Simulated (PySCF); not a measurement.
C₄H₁₁In, triplet, at a GFN2-xTB geometry (such geometries of metal compounds can be far from the true shape) (a higher spin typed on purpose: for a closed-shell molecule this is an excited state) (all electrons, no relativity). Base run: BLYP/STO-3G run with PySCF.

The PySCF input:
```python
from pyscf import gto, scf, dft

mol = gto.M(
    atom='''
In    0.250181    0.373080    0.582218
C     1.323347    0.926863   -1.552244
H     2.089061    0.225909   -1.858882
H     1.736971    1.917109   -1.389137
H     0.499351    0.959682   -2.256087
C    -2.076239    0.889574    0.604701
H    -2.645887    0.044082    0.983008
H    -2.348772    1.093043   -0.428519
H    -2.269394    1.766881    1.216920
C     0.268939   -2.040507   -0.545519
C    -0.763179   -2.016036   -1.612128
H    -0.014231   -2.551369    0.368197
H     1.285092   -2.230657   -0.860774
H    -0.424445   -1.443784   -2.473114
H    -1.695807   -1.587840   -1.242239
H    -0.988025   -3.033340   -1.956896
''',
    basis='sto-3g',
    charge=0,
    spin=2,
    verbose=4,
)

mf = dft.UKS(mol)
mf.xc = 'blyp'
mf.kernel()
```

Variants of this job, named by their change:

```json
[
 {"change": "base", "E (Eh)": "-5841.60033", "HOMO (eV)": "-0.89", "dipole (D)": "1.10", "<S^2>": "2.004", "core-seconds (rough)": "10"},
 {"change": "functional = blyp; dispersion = d3bj", "E (Eh)": "-5841.62633", "HOMO (eV)": "-0.89", "dipole (D)": "1.10", "<S^2>": "2.004", "core-seconds (rough)": "20"},
 {"change": "functional = pw6b95", "E (Eh)": "-5844.02501", "HOMO (eV)": "-1.95", "dipole (D)": "1.58", "<S^2>": "2.011", "core-seconds (rough)": "20"},
 {"change": "functional = r2scan", "E (Eh)": "-5841.96605", "HOMO (eV)": "-1.20", "dipole (D)": "1.45", "<S^2>": "2.012", "core-seconds (rough)": "30"},
 {"change": "functional = pbe; dispersion = d3bj", "E (Eh)": "-5841.04838", "HOMO (eV)": "-1.02", "dipole (D)": "1.11", "<S^2>": "2.004", "core-seconds (rough)": "10"},
 {"change": "functional = b3lyp", "E (Eh)": "-5841.86936", "HOMO (eV)": "-1.71", "dipole (D)": "1.47", "<S^2>": "2.011", "core-seconds (rough)": "20"},
 {"change": "functional = hf", "E (Eh)": "-5838.77557", "HOMO (eV)": "-4.21", "dipole (D)": "2.53", "<S^2>": "2.039", "core-seconds (rough)": "1"},
 {"change": "functional = scan", "E (Eh)": "-5842.27962", "HOMO (eV)": "-1.26", "dipole (D)": "1.44", "<S^2>": "2.012", "core-seconds (rough)": "20"},
 {"change": "functional = tpss", "E (Eh)": "-5841.68042", "HOMO (eV)": "-1.23", "dipole (D)": "1.27", "<S^2>": "2.006", "core-seconds (rough)": "30"},
 {"change": "functional = b97-1", "E (Eh)": "-5841.59945", "HOMO (eV)": "-1.61", "dipole (D)": "1.43", "<S^2>": "2.010", "core-seconds (rough)": "10"},
 {"change": "functional = lda,vwn", "E (Eh)": "-5834.69940", "HOMO (eV)": "-0.95", "dipole (D)": "1.04", "<S^2>": "2.002", "core-seconds (rough)": "7"},
 {"change": "functional = revpbe", "E (Eh)": "-5841.50055", "HOMO (eV)": "-1.02", "dipole (D)": "1.16", "<S^2>": "2.004", "core-seconds (rough)": "10"},
 {"change": "functional = pbe", "E (Eh)": "-5841.03630", "HOMO (eV)": "-1.02", "dipole (D)": "1.11", "<S^2>": "2.004", "core-seconds (rough)": "20"}
]
```

Total energies compare only within one method and basis.

Open shells are given as the SCF converged; they aren't shown to be the lowest states, and a large step between rows can be another state.
